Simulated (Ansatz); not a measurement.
Two isomers of C7H14: A = `CC(C)=CC(C)C`, B = `CCC1CCCC1`.

Calculated with Ansatz (gas phase, PBE0-D4/def2-TZVP geometries, no zero-point term in ΔE). CBS: MP2 limit from def2 TZ/QZ plus the TZ coupled-cluster correction, frozen cores. Functionals use def2-TZVPP. B3LYP here is the variant with VWN-RPA as its local correlation; programs differ in this. One conformer a species, not always the lowest.

Task: Which isomer does CCSD(T)/CBS put lower? Give the gap. (Best estimate.)

Result: Ansatz gave: B, by 46.3 kJ/mol.

Task: Give E(B) − E(A) in kJ/mol with HF/def2-TZVPP, B2PLYP, B3LYP, MP2/def2-TZVPP, ωB97M-V, r2SCAN-D4, PBE-D4. (An estimate is asked.)

Result: Ansatz gave: HF/def2-TZVPP -36.1, B2PLYP -35.6, B3LYP -27.1, MP2/def2-TZVPP -51.8, ωB97M-V -49.8, r2SCAN-D4 -43.1, PBE-D4 -42.3. None reverses the order clearly.

Largest T1 diagnostic: 0.009.

In def2-TZVPP, CCSD(T) changes the Hartree–Fock value by −10.9 kJ/mol (the triples alone add +2.3 kJ/mol) and MP2 by −15.7 kJ/mol. Leaving LDA and LC-ωPBE aside and taking each functional with its dispersion term where it has one, the values, not all of them listed here, spread over 42.6 kJ/mol, from PBE-QIDH to BLYP-D4. LDA lies −22.0 kJ/mol from PBE without D4.
